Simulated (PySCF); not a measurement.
# Unknown compound

An unknown has the formula C₇H₁₁ClSi₂. Its calculated NMR data are:

$^{1}$H NMR (300 MHz, computed): δ 5.54 (m, 1H), 5.39 (m, 1H), 5.37 (m, 1H), 4.66 (m, 1H), 3.11 (m, 1H), 3.01 (m, 1H), 1.96 (s, 3H), 1.48 (m, 1H), 0.66 (m, 1H).

$^{13}$C{$^{1}$H} NMR (computed): δ 135.0, 125.8, 102.8, 85.9, 27.1, 9.1, 1.5.

Calculated, not measured (PySCF 2.14.0 with density-fitted response routines): NMR shieldings at PBE0/pcSseg-1/GIAO, structure optimised with GFN2-xTB. No relativistic terms, one conformer, rapidly exchanging positions averaged, gas phase.

Chemical shifts δ = σref − σ; $^{1}$H and $^{13}$C against TMS, all at this level.

Q: Which of these isomers gave the spectra?
A. Cl[SiH2][C@@H]1[SiH2][C@H]1C#CC1CC1
B. C=CC1=C[SiH2]C/C(=C/Cl)[SiH2]1
C. C=C(C)C#C[C@@H]1[SiH2][C@H]1[SiH2]Cl
D. C#C[SiH2][C@@]1(Cl)[C@@H]2C[SiH2][C@H]1C2

A: C. 

1. Rings plus π bonds: 4 (1 ring in the answer).
2. 7 carbon signals for 7 carbons: no two carbons are equivalent.
3. Carbon types of the structure: 3 × C, 2 × CH, 1 × CH2, 1 × CH3, leaving 4 H on heteroatoms.
4. δC 135.0: fully substituted alkene carbon; an sp2 carbon of a C=C bond.
5. δC 125.8: terminal =CH2 carbon; an sp2 carbon of a C=C bond.
6. δC 102.8, 85.9: alkyne carbon; sp carbons lie upfield of alkene carbons because the cylindrical π system leaves one tensor component strongly shielded.
7. δC 27.1: allylic methyl carbon; a saturated carbon with 1 carbon neighbour and no heteroatom attached.
8. δC 9.1, 1.5: three-membered-ring carbon; carbons of three-membered rings are unusually shielded.

The others: C=CC1=C[SiH2]C/C(=C/Cl)[SiH2]1 would give 8 signals for carbon-bound and other non-exchanging H, not 9; C#C[SiH2][C@@]1(Cl)[C@@H]2C[SiH2][C@H]1C2 would give 11 signals for carbon-bound and other non-exchanging H, not 9; Cl[SiH2][C@@H]1[SiH2][C@H]1C#CC1CC1 would give 11 signals for carbon-bound and other non-exchanging H, not 9.

Shifts are as computed. Against solution values, carbons near 30 ppm lie about +3 ppm off and those near 130 ppm about +5 ppm. Of 1309 compounds with measured shifts, 239 miss one by over three times the rms of a fit or turn the order of signals round; such compounds aren't used in these exercises. No couplings were computed; multiplicities are counted from neighbouring protons, with m where these are inequivalent, close in shift, in a saturated or five-membered ring or joined by F or P, and br s for small geminal =CH2 splittings.
